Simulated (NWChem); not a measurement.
System: CuPH₄; SMILES [CuH]<-[PH3]

NWChem printed, in part:

```
             Northwest Computational Chemistry Package (NWChem) 7.3.0
             --------------------------------------------------------

                             Geometry "geometry" -> ""
                             -------------------------

 Output coordinates in angstroms (scale by  1.889725989 to convert to a.u.)

  No.       Tag          Charge          X              Y              Z
 ---- ---------------- ---------- -------------- -------------- --------------
    1 Cu                  29.0000     0.00000000     0.00000000    -0.82375400
    2 H                    1.0000     0.00000000     0.00000000    -2.34581500
    3 P                   15.0000     0.00000000     0.00000000     1.37596100
    4 H                    1.0000     1.21390100     0.23952100     2.10166900
    5 H                    1.0000    -0.39952000    -1.17102900     2.10166900
    6 H                    1.0000    -0.81438100     0.93150900     2.10166900

 Effective nuclear repulsion energy (a.u.)     149.0415307850

                              NWChem Property Module
                              ----------------------

  itol2e modified to match energy
  convergence criterion.

                                 NWChem DFT Module
                                 -----------------

 Summary of "ao basis" -> "ao basis" (spherical)
 ------------------------------------------------------------------------------
       Tag                 Description            Shells   Functions and Types
 ---------------- ------------------------------  ------  ---------------------
 Cu                         cc-pvtz                 20       68   7s6p4d2f1g
 H                          cc-pvtz                  6       14   3s2p1d
 P                          cc-pvtz                 12       34   5s4p2d1f

  itol2e modified to match energy
  convergence criterion.

            General Information
            -------------------
          SCF calculation type: DFT
          Wavefunction type:  closed shell.
          No. of atoms     :     6
          No. of electrons :    48
           Alpha electrons :    24
            Beta electrons :    24
          Charge           :     0
          Spin multiplicity:     1
          Use of symmetry is: off; symmetry adaption is: off
          Maximum number of iterations: 150
          AO basis - number of functions:   158
                     number of shells:    56
          Convergence on energy requested:  1.00D-07
          Convergence on density requested:  1.00D-05
          Convergence on gradient requested:  5.00D-04

              XC Information
              --------------
                         B3LYP Method XC Potential
                     Hartree-Fock (Exact) Exchange  0.200
                        Slater Exchange Functional  0.800 local
                    Becke 1988 Exchange Functional  0.720 non-local
              Lee-Yang-Parr Correlation Functional  0.810
                  VWN I RPA Correlation Functional  0.190 local

             Grid Information
             ----------------
          Grid used for XC integration:  fine
          Radial quadrature: Mura-Knowles
          Angular quadrature: Lebedev.
          Tag              B.-S. Rad. Rad. Pts. Rad. Cut. Ang. Pts.
          ---              ---------- --------- --------- ---------
          Cu                  1.35      140          11.0       974
          H                   0.35       60          12.0       590
          P                   1.00      123          11.0       770
          Grid pruning is: on
          Number of quadrature shells:   503
          Spatial weights used:  Erf1

      Superposition of Atomic Density Guess
      -------------------------------------

 Sum of atomic energies:       -1981.61608978

      Non-variational initial energy
      ------------------------------

 Total energy =   -1981.828857
 1-e energy   =   -3053.661701
 2-e energy   =     922.791313
 HOMO         =      -0.347971
 LUMO         =       0.016690

   convergence    iter        energy       DeltaE   RMS-Dens  Diis-err
 ---------------- ----- ----------------- --------- --------- ---------
 d= 0,ls=0.0,diis     1  -1984.1709277775 -2.13D+03  1.20D-01  3.14D+00
 d= 0,ls=0.5,diis     2  -1952.1266261428  3.20D+01  3.09D-02  2.41D+02
 d= 0,ls=0.5,diis     3  -1961.2772879675 -9.15D+00  2.21D-02  2.57D+02
 d= 0,ls=0.5,diis     4  -1968.7482659812 -7.47D+00  1.95D-02  2.20D+02
 d= 0,ls=0.5,diis     5  -1975.9776066045 -7.23D+00  1.31D-02  1.28D+02
 d= 0,ls=0.5,diis     6  -1980.0529625607 -4.08D+00  9.17D-03  5.92D+01
 d= 0,ls=0.5,diis     7  -1981.8977953762 -1.84D+00  9.98D-03  2.62D+01
 d= 0,ls=0.5,diis     8  -1982.9629867130 -1.07D+00  7.19D-02  8.37D+00
 d= 0,ls=0.5,diis     9  -1983.9849621366 -1.02D+00  1.58D-03  8.60D+00
 d= 0,ls=0.5,diis    10  -1983.8910424867  9.39D-02  7.49D-04  9.80D+00
 d= 0,ls=0.5,diis    11  -1983.8401526635  5.09D-02  6.32D-04  1.05D+01
 d= 0,ls=0.5,diis    12  -1983.7365957691  1.04D-01  1.86D-03  1.25D+01
 d= 0,ls=0.5,diis    13  -1983.9580043978 -2.21D-01  1.11D-03  8.01D+00
 d= 0,ls=0.5,diis    14  -1984.0919588495 -1.34D-01  1.70D-03  5.52D+00
 d= 0,ls=0.5,diis    15  -1984.2483012518 -1.56D-01  1.31D-03  2.54D+00
 d= 0,ls=0.5,diis    16  -1984.3373206708 -8.90D-02  1.35D-03  9.89D-01
  Resetting Diis
 d= 0,ls=0.5,diis    17  -1984.3864961723 -4.92D-02  9.30D-04  2.19D-01
 d= 0,ls=0.5,diis    18  -1984.3981495061 -1.17D-02  1.31D-03  7.62D-02
 d= 0,ls=0.5,diis    19  -1984.3926006418  5.55D-03  8.42D-04  3.72D-01
 d= 0,ls=0.5,diis    20  -1984.4008791350 -8.28D-03  4.76D-04  8.02D-02
 d= 0,ls=0.5,diis    21  -1984.4037542756 -2.88D-03  2.48D-04  1.39D-02
 d= 0,ls=0.5,diis    22  -1984.4043888044 -6.35D-04  1.35D-04  2.76D-03
 d= 0,ls=0.5,diis    23  -1984.4045287138 -1.40D-04  7.33D-05  5.34D-04
 d= 0,ls=0.5,diis    24  -1984.4045589255 -3.02D-05  4.31D-05  1.20D-04
 d= 0,ls=0.5,diis    25  -1984.4045663225 -7.40D-06  2.50D-05  2.92D-05
 d= 0,ls=0.5,diis    26  -1984.4045682981 -1.98D-06  1.46D-05  6.66D-06
 d= 0,ls=0.5,diis    27  -1984.4045688323 -5.34D-07  8.58D-06  1.63D-06
 d= 0,ls=0.5,diis    28  -1984.4045689894 -1.57D-07  5.03D-06  4.10D-07
 d= 0,ls=0.5,diis    29  -1984.4045690370 -4.76D-08  3.04D-06  1.30D-07

         Total DFT energy =    -1984.404569054287
      One electron energy =    -3058.571579895165
           Coulomb energy =     1017.055310911458
    Exchange-Corr. energy =      -91.929830855569
 Nuclear repulsion energy =      149.041530784989

 Numeric. integr. density =       48.000000784731

                       DFT Final Molecular Orbital Analysis
                       ------------------------------------

 Vector   22  Occ=2.000000D+00  E=-2.724067D-01
              MO Center=  1.7D-04, -1.2D-03, -8.2D-01, r^2= 3.9D-01
   Bfn.  Coefficient  Atom+Function         Bfn.  Coefficient  Atom+Function
  ----- ------------  ---------------      ----- ------------  ---------------
    26      0.875865  1 Cu d -2              30      0.393528  1 Cu d  2
    41      0.134186  1 Cu d -2              45      0.060290  1 Cu d  2

 Vector   23  Occ=2.000000D+00  E=-2.724066D-01
              MO Center= -1.6D-04,  1.2D-03, -8.2D-01, r^2= 3.9D-01
   Bfn.  Coefficient  Atom+Function         Bfn.  Coefficient  Atom+Function
  ----- ------------  ---------------      ----- ------------  ---------------
    30      0.875865  1 Cu d  2              26     -0.393528  1 Cu d -2
    45      0.134186  1 Cu d  2              41     -0.060290  1 Cu d -2

 Vector   24  Occ=2.000000D+00  E=-2.232141D-01
              MO Center= -1.3D-05,  1.4D-05, -1.5D+00, r^2= 1.9D+00
   Bfn.  Coefficient  Atom+Function         Bfn.  Coefficient  Atom+Function
  ----- ------------  ---------------      ----- ------------  ---------------
    28      0.483690  1 Cu d  0               4     -0.361743  1 Cu s
    70     -0.231008  2 H  s                 71     -0.200975  2 H  s
    19      0.167608  1 Cu pz                 7     -0.154397  1 Cu s
    69     -0.128142  2 H  s                 87      0.107958  3 P  s
    16     -0.102207  1 Cu pz                85      0.070588  3 P  s

 Vector   25  Occ=0.000000D+00  E=-3.867821D-02
              MO Center=  1.3D-02, -3.4D-03,  5.6D-01, r^2= 5.0D+00
   Bfn.  Coefficient  Atom+Function         Bfn.  Coefficient  Atom+Function
  ----- ------------  ---------------      ----- ------------  ---------------
   147     -0.684867  6 H  s                 98      0.622812  3 P  py
   133      0.524983  5 H  s                 24      0.353244  1 Cu py
    97     -0.278000  3 P  px                92      0.173600  3 P  py
   119      0.159878  4 H  s                146     -0.160260  6 H  s
    23     -0.157674  1 Cu px                27     -0.147457  1 Cu d -1

 Vector   26  Occ=0.000000D+00  E=-3.867817D-02
              MO Center= -1.3D-02,  3.4D-03,  5.6D-01, r^2= 5.0D+00
   Bfn.  Coefficient  Atom+Function         Bfn.  Coefficient  Atom+Function
  ----- ------------  ---------------      ----- ------------  ---------------
   119      0.698506  4 H  s                 97     -0.622812  3 P  px
   133     -0.487715  5 H  s                 23     -0.353243  1 Cu px
    98     -0.278000  3 P  py               147     -0.210794  6 H  s
    91     -0.173600  3 P  px               118      0.163450  4 H  s
    24     -0.157675  1 Cu py                29     -0.147462  1 Cu d  1

[...]

          -----------------------
          Electric field gradient
          -----------------------

 1 a.u. = 0.324123 10**(16) esu/cm**3  ( or statvolts/cm**2 ) = 0.97174 10**(22) v/m**2

 ------------------------------------------------------------
   Atom      X         Y         Z
 ------------------------------------------------------------
    1 Cu   0.00000   0.00000  -1.55667
 ------------------------------------------------------------

 Electric field gradient in molecular frame (a.u.)
         XX             YY             ZZ             XY             XZ             YZ
 ------------------------------------------------------------------------------------------
       -0.548372      -0.548390       1.096761      -0.000007       0.000030      -0.000032

 Principal components (a.u.) and orientation
 of principal axis w.r.t. absolute frame                      Asymmetry parameter eta
 --------------------------------------------------------------------------------------
        1.096761      -0.548392      -0.548369                       0.000021

        0.000018       0.342450       0.939536
       -0.000020       0.939536      -0.342450
        1.000000       0.000012      -0.000024

 ------------------------------------------------------------
   Atom      X         Y         Z
 ------------------------------------------------------------
    2 H    0.00000   0.00000  -4.43295
 ------------------------------------------------------------

 Electric field gradient in molecular frame (a.u.)
         XX             YY             ZZ             XY             XZ             YZ
 ------------------------------------------------------------------------------------------
        0.051580       0.051580      -0.103161      -0.000000      -0.000001       0.000001

 Principal components (a.u.) and orientation
 of principal axis w.r.t. absolute frame                      Asymmetry parameter eta
 --------------------------------------------------------------------------------------
       -0.103161       0.051581       0.051580                       0.000002

        0.000004      -0.630192       0.776439
       -0.000004       0.776439       0.630192
        1.000000       0.000006      -0.000001

 ------------------------------------------------------------
   Atom      X         Y         Z
 ------------------------------------------------------------
    3 P    0.00000   0.00000   2.60019
 ------------------------------------------------------------

 Electric field gradient in molecular frame (a.u.)
         XX             YY             ZZ             XY             XZ             YZ
 ------------------------------------------------------------------------------------------
       -0.509250      -0.509254       1.018504       0.000004      -0.000010       0.000012

 Principal components (a.u.) and orientation
 of principal axis w.r.t. absolute frame                      Asymmetry parameter eta
 --------------------------------------------------------------------------------------
        1.018504      -0.509256      -0.509248                       0.000008

       -0.000006      -0.518483       0.855088
        0.000008       0.855088       0.518483
        1.000000      -0.000010       0.000001

 ------------------------------------------------------------
   Atom      X         Y         Z
 ------------------------------------------------------------
    4 H    2.29394   0.45263   3.97158
 ------------------------------------------------------------

 Electric field gradient in molecular frame (a.u.)
         XX             YY             ZZ             XY             XZ             YZ
 ------------------------------------------------------------------------------------------
       -0.092809       0.067750       0.025059      -0.032964      -0.100165      -0.019764

 Principal components (a.u.) and orientation
 of principal axis w.r.t. absolute frame                      Asymmetry parameter eta
 --------------------------------------------------------------------------------------
       -0.156671       0.082417       0.074254                       0.052100

        0.855345      -0.480533      -0.193580
        0.168773      -0.094811       0.981084
        0.489797       0.871837      -0.000005

 ------------------------------------------------------------
   Atom      X         Y         Z
 ------------------------------------------------------------
    5 H   -0.75498  -2.21292   3.97158
 ------------------------------------------------------------

 Electric field gradient in molecular frame (a.u.)
         XX             YY             ZZ             XY             XZ             YZ
 ------------------------------------------------------------------------------------------
        0.056158      -0.081217       0.025059      -0.053042       0.032966       0.096627

 Principal components (a.u.) and orientation
 of principal axis w.r.t. absolute frame                      Asymmetry parameter eta
 --------------------------------------------------------------------------------------
       -0.156671       0.082417       0.074254                       0.052100

        0.281512       0.158148       0.946435
        0.825136       0.463562      -0.322893
       -0.489797       0.871837       0.000005

 ------------------------------------------------------------
   Atom      X         Y         Z
 ------------------------------------------------------------
    6 H   -1.53896   1.76030   3.97158
 ------------------------------------------------------------

 Electric field gradient in molecular frame (a.u.)
         XX             YY             ZZ             XY             XZ             YZ
 ------------------------------------------------------------------------------------------
       -0.000938      -0.024122       0.025059       0.086007       0.067198      -0.076863

 Principal components (a.u.) and orientation
 of principal axis w.r.t. absolute frame                      Asymmetry parameter eta
 --------------------------------------------------------------------------------------
       -0.156671       0.082417       0.074254                       0.052098

       -0.573834       0.322379       0.752853
        0.656365      -0.368744       0.658189
        0.489796       0.871837      -0.000000
```

Level: B3LYP/cc-pVTZ. The geometry was optimised at PBE-D3(BJ)/def2-SVP. NWChem prints the field gradient with the sign opposite to the second derivative of the potential.

Question: Reconstruct the input file.

Answer: Several could match; the one computed here: the input that was run:
```
start job
memory heap 200 mb stack 900 mb global 1100 mb
geometry units angstroms noautosym nocenter noautoz
  Cu     0.000000     0.000000    -0.823754
  H      0.000000     0.000000    -2.345815
  P      0.000000     0.000000     1.375961
  H      1.213901     0.239521     2.101669
  H     -0.399520    -1.171029     2.101669
  H     -0.814381     0.931509     2.101669
end
basis spherical
  Cu library cc-pvtz
  H library cc-pvtz
  P library cc-pvtz
end
dft
  xc b3lyp
  iterations 150
end
property
  efieldgrad
end
task dft property
```
